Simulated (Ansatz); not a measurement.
Reaction (redistribution): `O[SiH]([SiH3])[O][AlH2]` + `O[B](F)[GeH3]` → `O[SiH2][O][AlH2]` + `O[B](F)[GeH2][SiH3]`

Calculated with Ansatz (gas phase, PBE0-D4/def2-TZVP geometries, no zero-point term in ΔE). CCSD(T)/CBS is the MP2 limit (def2-TZVPP, def2-QZVPP) plus CCSD(T) − MP2 in def2-TZVPP, frozen cores. DFT in def2-TZVPP. B3LYP here is the variant with VWN-RPA as its local correlation; programs differ in this. For Ge outer-core shells are correlated without core-valence functions, which leaves a few kJ/mol of doubt a bond. Scalar relativity is left out up to krypton. One conformer a species, not always the lowest.

| level | ΔE (kcal/mol) |
| --- | --- |
| B3LYP | -7.4 |
| CCSD/def2-TZVPP | -7.9 |
| HF/def2-QZVPP | -7.9 |
| HF/CBS(def2) | -7.9 |

Q: What does CCSD(T)/CBS give? (Best estimate.)

A: Ansatz gave: -7.9 kcal/mol. The listed levels differ from it by 0.5, 0.0, 0.0, 0.0 kcal/mol.

Largest T1 diagnostic among the species: 0.013.
